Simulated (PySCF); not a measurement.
These compounds are isomers of formula C7H9F.

A. SMILES C#C[C@@H]1[C@H](C)C[C@@H]1F
B. `C=CCC1=C(CF)C1`
C. SMILES C=C1C=C(F)CCC1
D. `C=C(C)C1=C(CF)C1`
E. SMILES CC/C(F)=C1\C=CC1

Spectrum 1. ¹H NMR (300 MHz, computed): δ 6.58 (m, 1H), 5.67 (m, 2H), 5.52 (m, 1H), 5.44 (m, 1H), 3.39 (d, 2H), 1.10 (s, 2H). ¹³C{¹H} NMR (computed): δ 144.3 (CH), 130.5 (C), 123.1 (CH2), 115.9 (C), 78.0 (CH2), 39.1 (CH2), 12.1 (CH2).

Spectrum 2. ¹H NMR (300 MHz, computed): δ 6.10 (m, 1H), 5.11 (m, 1H), 5.08 (m, 1H), 2.41 (m, 2H), 2.27 (m, 2H), 1.72 (m, 2H). ¹³C{¹H} NMR (computed): δ 175.6 (C), 148.8 (C), 116.4 (CH2), 114.9 (CH), 34.2 (CH2), 30.8 (CH2), 26.6 (CH2).

Spectrum 3. ¹H NMR (300 MHz, computed): δ 6.00 (m, 2H), 5.75 (br s, 1H), 5.56 (br s, 1H), 2.21 (s, 3H), 1.22 (s, 2H). ¹³C{¹H} NMR (computed): δ 140.6 (C), 127.0 (CH2), 120.5 (C), 119.9 (C), 86.6 (CH2), 24.9 (CH3), 11.9 (CH2).

Spectrum 4. ¹H NMR (300 MHz, computed): δ 4.94 (m, 1H), 3.41 (m, 1H), 2.53 (m, 1H), 2.01 (m, 1H), 1.87 (m, 1H), 1.82 (d, 1H), 1.32 (d, 3H). ¹³C{¹H} NMR (computed): δ 84.7 (CH), 84.3 (CH), 83.3 (C), 39.6 (CH2), 38.8 (CH), 23.9 (CH), 20.4 (CH3).

Spectrum 5. ¹H NMR (300 MHz, computed): δ 6.50 (m, 1H), 6.41 (m, 1H), 3.15 (m, 2H), 2.37 (m, 2H), 1.24 (t, 3H). ¹³C{¹H} NMR (computed): δ 159.7 (C), 143.0 (CH), 140.8 (CH), 123.7 (C), 36.3 (CH2), 28.2 (CH2), 15.0 (CH3).

How the numbers were obtained: geometry from GFN2-xTB, PBE0/pcSseg-1 with gauge-including orbitals, in PySCF 2.14 (gas phase, rapidly exchanging positions averaged, relativity neglected, a single conformation).

Chemical shifts δ = σref − σ; ¹H (σ = 31.72 ppm), ¹³C (σ = 186.93 ppm) vs TMS, all at this level. Splittings of carbon signals by F and P are missing where no couplings were computed. Where no couplings were computed, multiplicities follow the n + 1 count of equivalent neighbours, and m marks all less simple cases (inequivalent or close neighbours, rings, F or P nearby). Shifts are as computed. Against solution values, carbons near 30 ppm lie about +3 ppm off and those near 130 ppm about +5 ppm. Of 1309 compounds with measured shifts, 239 miss one by over three times the rms of a fit or turn the order of signals round; such compounds aren't used in these exercises.

Problem. Match each spectrum to its structure.

Solution. 1–B, 2–C, 3–D, 4–A, 5–E.

- Spectrum 1 (B): 7 ¹³C signals; δC 144.3 is an alkene CH; δC 130.5 is a fully substituted alkene carbon.
- Spectrum 2 (C): 7 ¹³C signals; δC 148.8 is a fully substituted alkene carbon; δC 116.4 is a terminal =CH2 carbon.
- Spectrum 3 (D): 7 ¹³C signals; δC 140.6 is a fully substituted alkene carbon; δC 127.0 is a terminal =CH2 carbon.
- Spectrum 4 (A): 7 ¹³C signals; δC 84.7 is an sp3 CH bonded to F; δC 84.3 is a terminal alkyne carbon.
- Spectrum 5 (E): 7 ¹³C signals; δC 159.7 is a fully substituted alkene carbon; δC 143.0 is an alkene CH.
